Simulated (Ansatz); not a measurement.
`C[CH](F)[SnH2][F]` → `FC[CH](F)[SnH3]`  (isomerisation)

Gas-phase electronic energies from Ansatz, PBE0-D4/def2-TZVP geometries. CCSD(T)/CBS adds triple-zeta CCSD(T) − MP2 to the extrapolated MP2 energy (def2 sets, frozen cores). Functionals use def2-TZVPP. B3LYP here is the variant with VWN-RPA as its local correlation; programs differ in this. def2 core potentials past Kr. For Sn outer-core shells are correlated without core-valence functions, which leaves a few kJ/mol of doubt a bond. Each species was taken in one conformer, which may not be the lowest.

`C[CH](F)[SnH2][F]`:

```xyz
11

C     0.400   -0.847   -1.144
C    -0.627   -0.555   -0.082
F    -0.732   -1.641    0.785
Sn   -0.118    1.195    1.103
F     1.790    1.353    0.846
H     0.141   -1.769   -1.671
H     1.400   -0.949   -0.720
H     0.427   -0.031   -1.872
H    -1.617   -0.409   -0.525
H    -0.322    0.987    2.779
H    -0.741    2.666    0.500
```

`FC[CH](F)[SnH3]`:

```xyz
11

F     0.156   -2.275   -1.425
C    -0.345   -1.307   -0.572
C     0.663   -0.234   -0.319
F     1.719   -0.737    0.430
Sn   -0.193    1.462    0.760
H    -0.629   -1.802    0.361
H    -1.236   -0.876   -1.042
H     1.075    0.119   -1.270
H     1.088    2.490    1.205
H    -1.287    2.279   -0.266
H    -1.012    0.881    2.138
```

```
             level  ΔE (kcal/mol)  difference from CCSD(T)/CBS
            PBE-D4           32.9                         -2.4
         r2SCAN-D4           34.1                         -1.2
           PBE0-D4           32.4                         -2.9
          B3LYP-D4           33.8                         -1.5
           ωB97X-V           33.1                         -2.2
           ωB97M-V           33.0                         -2.3
            B2PLYP           34.3                         -1.0
               PBE           32.9                         -2.4
            r2SCAN           34.1                         -1.2
              PBE0           32.4                         -2.9
             B3LYP           33.7                         -1.6
     HF/def2-TZVPP           32.7                         -2.6
    MP2/def2-TZVPP           34.7                         -0.6
SCS-MP2/def2-TZVPP           34.2                         -1.1
   CCSD/def2-TZVPP           32.4                         -2.9
CCSD(T)/def2-TZVPP           32.4                         -2.9
     HF/def2-QZVPP           33.5                         -1.8
    MP2/def2-QZVPP           36.6                          1.3
SCS-MP2/def2-QZVPP           36.1                          0.8
      HF/CBS(def2)           33.6                         -1.7
     MP2/CBS(def2)           37.5                          2.2
    CCSD/CBS(def2)           35.2                         -0.1
       CCSD(T)/CBS           35.3                            0
```

Largest T1 diagnostic among the species: 0.013.
